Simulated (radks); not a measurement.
Isoelectronic series with 45 electrons, all held in the configuration [Kr] 4d8 5s1, which need not be the ground one along the series. Calculated with a radial shooting solver on a logarithmic mesh with Libxc functionals: scalar-relativistic Kohn-Sham, r2SCAN, spin-polarised, spherical densities, finite nucleus; open shells are filled with parallel spins first (spin-orbit coupling, left out, can overturn this in heavy ions); meta-GGA in the generalised Kohn-Sham scheme; Fermi nuclear charge, rms radius of each element as measured or else 0.836 A^(1/3) + 0.57 fm. Total energies (hartree) and orbital eigenvalues (hartree) (* marks an orbital that is empty in some or all of the ions):

\begin{tabular}{lrrrr}
ion & E (hartree) & 5s down* & 4d down & 5s up \\ \hline
Rh & -4784.73656 & -0.11195 & -0.17755 & -0.18401 \\
Pd+ & -5046.03784 & -0.39968 & -0.62206 & -0.48891 \\
Ag2+ & -5315.26852 & -0.75882 & -1.17489 & -0.86224 \\
Cd3+ & -5592.42963 & -1.17890 & -1.81970 & -1.29524 \\
In4+ & -5877.54413 & -1.65471 & -2.54795 & -1.78330 \\
Sn5+ & -6170.63332 & -2.18315 & -3.35456 & -2.32362 \\
Sb6+ & -6471.73039 & -2.76224 & -4.23617 & -2.91435 \\
Te7+ & -6780.86743 & -3.39064 & -5.19048 & -3.55422 \\
I8+ & -7098.09006 & -4.06740 & -6.21581 & -4.24234 \\
Xe9+ & -7423.43307 & -4.79183 & -7.31090 & -4.97806 \\
Cs10+ & -7756.9448 & -5.56344 & -8.47479 & -5.76089 \\
Ba11+ & -8098.6685 & -6.38188 & -9.70671 & -6.59049 \\
La12+ & -8448.6566 & -7.24692 & -11.00605 & -7.46664 \\
Ce13+ & -8806.9579 & -8.15838 & -12.37232 & -8.38917 \\
Pr14+ & -9173.6275 & -9.11618 & -13.80512 & -9.35800 \\
Nd15+ & -9548.7190 & -10.12029 & -15.30411 & -10.37308 \\
\end{tabular}
